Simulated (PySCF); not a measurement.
## `C=C[C@@H](F)[C@H]1O[C@@H]1F`, C5H6F2O

Geometry:
| atom | x (Å) | y (Å) | z (Å) |
| --- | --- | --- | --- |
| C1 | -2.327 | 0.966 | -0.487 |
| C2 | -1.469 | 0.304 | 0.264 |
| C3 | -0.289 | -0.457 | -0.268 |
| F4 | -0.233 | -0.404 | -1.646 |
| C5 | 1.013 | 0.109 | 0.275 |
| O6 | 1.521 | -0.466 | 1.456 |
| C7 | 2.233 | -0.698 | 0.311 |
| F8 | 3.425 | -0.071 | 0.213 |
| H9 | -2.233 | 0.991 | -1.560 |
| H10 | -3.155 | 1.501 | -0.058 |
| H11 | -1.547 | 0.267 | 1.341 |
| H12 | -0.363 | -1.521 | 0.000 |
| H13 | 1.123 | 1.187 | 0.203 |
| H14 | 2.299 | -1.710 | -0.074 |

Level of theory: TDDFT CAM-B3LYP/def2-SVPD circular dichroism and optical rotation, one conformer, gas phase (PySCF 2.14.0). Geometry: GFN2-xTB.

The molecule is flexible and this is one conformer; a measurement averages over conformers. States above about 9.5 eV (minus the energy of the highest occupied orbital) lie near or above the ionisation threshold and depend on the basis.

Stereocentres: C3 R, C5 R, C7 R.

What is the specific rotation at 633, 589.3, 546, 436, 405, 365, 355 nm?

[α] in deg dm⁻¹ (g/mL)⁻¹:
```
λ (nm)  origin-invariant length gauge  modified velocity gauge  length gauge (centre of mass)  isotropic polarisability (au)
   633                         +124.3                   +121.8                         +125.9                           64.9
 589.3                         +145.9                   +143.0                         +147.8                           65.2
   546                         +173.6                   +170.2                         +175.9                           65.4
   436                         +297.9                   +292.1                         +301.7                           66.6
   405                         +359.8                   +352.9                         +364.3                           67.1
   365                         +476.2                   +467.2                         +481.9                           68.1
   355                         +515.0                   +505.4                         +521.1                           68.4
```

And for the mirror image at 589.3 nm?

-145.9 deg dm⁻¹ (g/mL)⁻¹ (origin-invariant length gauge): the same size and the opposite sign.

What is the molar rotation [Φ] = [α]·M/100 of the geometry above at 589.3 nm?

With M = 120.10 g/mol, +175.2 deg cm² dmol⁻¹ (origin-invariant length gauge).

The first excitation lies at 7.57 eV (164 nm) with R = +93.7 × 10⁻⁴⁰ esu² cm² (velocity form).
